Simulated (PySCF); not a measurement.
A structure optimised at PBE0-D3(BJ)/def2-SVP, used in a PySCF frequency run:

```
C
O 1 1.2065
C 1 1.4548 2 131.17
C 3 1.3522 1 105.41 2 180.00
F 4 1.2960 3 128.69 1 180.00
O 4 1.3193 5 113.43 3 180.00
H 3 1.0857 4 127.06 5 0.00
C 6 1.4300 4 106.46 5 180.00
H 8 1.0997 6 109.02 4 120.33
H 8 1.0997 9 109.38 6 -119.12
```

Question: Write its SMILES, formula and point group.

Answer: O=C1C=C(F)OC1, C₄H₃FO₂, Cs

Question: What are its rotational constants (standard atomic weights)?

Answer: 7.0039, 2.1179, 1.6433 GHz
